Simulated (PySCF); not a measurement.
## Basis-set dependence of population analyses: `N[SiH](N)F`

Compound: FH5N2Si.
Structure used (PBE0-D3(BJ)/def2-SVP), in Å, numbered top down from 1:
```xyz
9
FH5N2Si angstrom
N     -1.400    0.388    0.467
Si    -0.063   -0.556   -0.010
N      1.302    0.474   -0.070
F     -0.132   -1.189   -1.512
H     -1.585    1.289    0.042
H     -2.238   -0.039    0.843
H     -0.054   -1.746    0.885
H      1.546    1.060    0.719
H      2.113    0.224   -0.623
```

PBE0 throughout (PySCF), one geometry, spherical d and f functions. One conformer (not necessarily the lowest) at the PBE0-D3(BJ)/def2-SVP geometry, without solvent, vibrations or thermal averaging. Atoms taken as equivalent share a column and are averaged.

Mulliken charges (e):

```
        basis  functions   N1/N3     Si2      F4  H5/H6/H8/H9      H7
       STO-3G         29  -0.612  +0.975  -0.270       +0.169  -0.157
        6-31G         50  -1.017  +1.275  -0.466       +0.347  -0.163
     pcSseg-0         50  -1.094  +1.543  -0.506       +0.328  -0.161
       6-31G*         70  -0.923  +0.966  -0.418       +0.357  -0.129
     def2-SVP         85  -0.414  +0.786  -0.369       +0.141  -0.151
      cc-pVDZ         85  -0.300  +0.618  -0.337       +0.112  -0.130
     pcSseg-1        100  -0.645  +1.102  -0.443       +0.202  -0.179
  aug-cc-pVDZ        141  -0.241  +1.070  -0.658       -0.037  +0.218
6-311+G(2d,p)        146  -0.906  +1.449  -0.515       +0.242  -0.091
    def2-TZVP        160  -0.633  +0.704  -0.341       +0.244  -0.074
      cc-pVTZ        194  -0.346  +0.524  -0.313       +0.146  -0.103
     IGLO-III        199  -0.696  +1.280  -0.501       +0.205  -0.206
```

IAO charges (e):

| basis | functions | N1/N3 | Si2 | F4 | H5/H6/H8/H9 | H7 |
| --- | --- | --- | --- | --- | --- | --- |
| STO-3G | 29 | -0.712 | +1.168 | -0.384 | +0.198 | -0.154 |
| 6-31G | 50 | -0.833 | +1.229 | -0.529 | +0.278 | -0.145 |
| pcSseg-0 | 50 | -0.814 | +1.260 | -0.518 | +0.262 | -0.161 |
| 6-31G* | 70 | -0.851 | +1.354 | -0.544 | +0.270 | -0.187 |
| def2-SVP | 85 | -0.836 | +1.353 | -0.543 | +0.264 | -0.193 |
| cc-pVDZ | 85 | -0.842 | +1.340 | -0.543 | +0.268 | -0.186 |
| pcSseg-1 | 100 | -0.853 | +1.369 | -0.552 | +0.270 | -0.190 |
| aug-cc-pVDZ | 141 | -0.872 | +1.355 | -0.555 | +0.281 | -0.179 |
| 6-311+G(2d,p) | 146 | -0.884 | +1.387 | -0.559 | +0.282 | -0.188 |
| def2-TZVP | 160 | -0.883 | +1.401 | -0.560 | +0.280 | -0.194 |
| cc-pVTZ | 194 | -0.877 | +1.389 | -0.557 | +0.278 | -0.192 |
| IGLO-III | 199 | -0.887 | +1.397 | -0.560 | +0.282 | -0.191 |

Hirshfeld charges (e):

| basis | functions | N1/N3 | Si2 | F4 | H5/H6/H8/H9 | H7 |
| --- | --- | --- | --- | --- | --- | --- |
| STO-3G | 29 | -0.327 | +0.584 | -0.190 | +0.092 | -0.108 |
| 6-31G | 50 | -0.319 | +0.477 | -0.254 | +0.124 | -0.083 |
| pcSseg-0 | 50 | -0.320 | +0.501 | -0.248 | +0.122 | -0.099 |
| 6-31G* | 70 | -0.307 | +0.422 | -0.223 | +0.126 | -0.089 |
| def2-SVP | 85 | -0.311 | +0.449 | -0.223 | +0.124 | -0.098 |
| cc-pVDZ | 85 | -0.309 | +0.441 | -0.220 | +0.124 | -0.096 |
| pcSseg-1 | 100 | -0.318 | +0.466 | -0.229 | +0.123 | -0.093 |
| aug-cc-pVDZ | 141 | -0.321 | +0.471 | -0.231 | +0.122 | -0.086 |
| 6-311+G(2d,p) | 146 | -0.316 | +0.465 | -0.233 | +0.122 | -0.087 |
| def2-TZVP | 160 | -0.317 | +0.453 | -0.224 | +0.124 | -0.089 |
| cc-pVTZ | 194 | -0.319 | +0.454 | -0.222 | +0.124 | -0.091 |
| IGLO-III | 199 | -0.317 | +0.454 | -0.223 | +0.122 | -0.085 |

Some averages cover members that differ in this geometry, most widely: H5/H6/H8/H9, Mulliken in aug-cc-pVDZ -0.050 to -0.024 e.

**Question.** Which scheme is steadiest as the basis changes?

**Answer.** Largest range over the bases for any column: Hirshfeld 0.16 e, IAO 0.23 e, Mulliken 1.02 e. Hirshfeld charges move least and Mulliken charges most, counted in e. Without the minimal STO-3G basis the ranges are Hirshfeld 0.08, IAO 0.17, Mulliken 1.02 e.

**Question.** How much do the charges still move between the two largest bases, cc-pVTZ and IGLO-III?

**Answer.** At most, over all atoms: Mulliken 0.756 e, IAO 0.010 e, Hirshfeld 0.006 e.

**Question.** What do the same runs give for the total energy, the frontier levels and the dipole moment?

**Answer.** 
```csv
basis,energy (Eh),HOMO (eV),LUMO (eV),μ (D)
STO-3G,-495.2967,-3.64,8.05,0.83
6-31G,-501.4915,-7.34,1.90,2.39
pcSseg-0,-500.7822,-7.28,1.87,2.14
6-31G*,-501.5934,-7.30,2.09,2.01
def2-SVP,-501.3704,-7.38,1.70,2.10
cc-pVDZ,-501.6200,-7.33,1.73,2.17
pcSseg-1,-501.5999,-7.60,1.32,2.10
aug-cc-pVDZ,-501.6540,-7.71,-0.22,2.03
"6-311+G(2d,p)",-501.7197,-7.75,0.06,2.07
def2-TZVP,-501.7444,-7.67,0.97,2.04
cc-pVTZ,-501.7325,-7.59,1.09,2.03
IGLO-III,-501.7496,-7.70,0.62,2.01
```

The dipole is fixed by the density alone, so its range of 1.56 D shows that the density itself changes with the basis, not only its division among atoms.
